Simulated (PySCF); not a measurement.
Ga(Br)(OH)2 (BrGaH2O2), SMILES [OH][Ga]([OH])[Br]. Coordinates come from a PBE-D3(BJ)/def2-SVP optimisation. The values are those of a single conformer.

Computed equilibrium geometry at PBE-D3(BJ)/def2-SVP (PySCF confirms it by a frequency run) as bond lengths and angles, and its point group (one conformer of several):
point group Cs.
Atoms: Ga1 Br2 O3 H4 O5 H6. Bonded distances (Å): Ga1–Br2 2.288, Ga1–O3 1.789, Ga1–O5 1.796, O3–H4 0.977, O5–H6 0.976. Angles (°): Br2–Ga1–O3 118.8, Br2–Ga1–O5 122.4, O3–Ga1–O5 118.8, Ga1–O3–H4 109.9, Ga1–O5–H6 111.3.
Charge 0, spin multiplicity 1.
